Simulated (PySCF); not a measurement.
System: sum formula ZnO₂H₂, net charge 0, triplet state. The spin state was set by rule; other spins were not relaxed. 
Structure (B3LYP-D3(BJ)/def2-TZVP (Ansatz) minimum search):
```
O
H 1 0.9685
Zn 1 1.9921 2 115.46
O 3 1.9921 1 72.00 2 73.83
H 4 0.9685 3 115.46 1 -73.83
```
Charge 0, spin multiplicity 3.

Dispersion corrections to the total energy (kcal/mol) from the dftd3 and dftd4 libraries through PySCF: D3(BJ) without and D4 with the three-body term, each with the damping fitted for the functional named.

| functional | D3(BJ) | D4 |
|---|---|---|
| TPSS | (withheld) | -1.87 |
| BLYP | -3.12 | -3.17 |
| CAM-B3LYP | -1.08 | -1.13 |
| revPBE | -3.66 | -4.67 |
| TPSSh | (withheld) | -1.68 |
| BP86 | -2.29 | -1.80 |
| HF | (withheld) | -5.46 |

Problem. Complete the blanks.

Solution. 
- TPSS, D3(BJ): -1.77
- TPSSh, D3(BJ): -1.61
- HF, D3(BJ): -12.55
